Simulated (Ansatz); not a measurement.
Basis-set extrapolation for `C=C(F)/C(F)=C\F` (PBE0-D4/def2-TZVP geometry, frozen core, Ansatz). Multiplicity 1, RHF reference.

```csv
,def2-TZVPP,def2-QZVPP
HF,-451.654613,-451.673982
MP2 correlation,-1.361864,-1.474807
CCSD(T) correlation,-1.439391,not run
```

Energies in hartree. Use E(X) = E(∞) + A·exp(−7.88·√X) for Hartree–Fock and E(X) = E(∞) + B·X^(−2.97) for correlation, with X = 3 and 4, and add CCSD(T) minus MP2 of the smaller set to the MP2 limit.

Task: What is the CCSD(T) energy at the basis-set limit?

Result: HF limit: -451.673982 + (-0.019369) × 0.13774 = -451.67665. MP2 limit: -1.474807 + (-0.112943) × 0.74074 = -1.55847. Higher-order term: -1.439391 − (-1.361864) = -0.07753. Total: -453.31265 hartree, 5.95 eV below CCSD(T)/def2-TZVPP.
